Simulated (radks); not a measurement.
Question: Xe3+, 51 electrons, occupied as [Kr] 4d10 5s2 5p3. Calculated with a radial shooting solver on a logarithmic mesh with Libxc functionals: non-relativistic Kohn-Sham, r2SCAN, spin-unpolarised, spherical densities, point nucleus; meta-GGA in the generalised Kohn-Sham scheme; relativity is left out, which matters for an element this heavy. Some entries of the table are withheld. Estimate them.

orbital  occ.  eigenvalue (eV)  <r^2> (bohr^2)  <1/r> (bohr^-1)
1s          2        -33014.15        0.001060            53.46
2s          2        -5052.107         0.01719            12.30
2p          6        -4752.490         0.01290              (1)
3s          2        -1064.472          0.1166            4.515
3p          6        -937.4334          0.1114            4.433
3d         10        -702.1415         0.09334            4.296
4s          2        -220.4035          0.6279            1.849
4p          6        -174.8460          0.6863            1.749
4d         10         -96.7188          0.8749            1.523
5s          2         -48.6200           3.721              (2)
5p          3         -36.9486           4.617           0.6335
5d          0         -19.7272           8.018           0.4822
6s          0         -15.9254           17.99           0.3275
4f          0         -15.6636           3.913           0.8073

Answer: 
(1) 2p <1/r> (bohr^-1): 12.30
(2) 5s <1/r> (bohr^-1): 0.7112
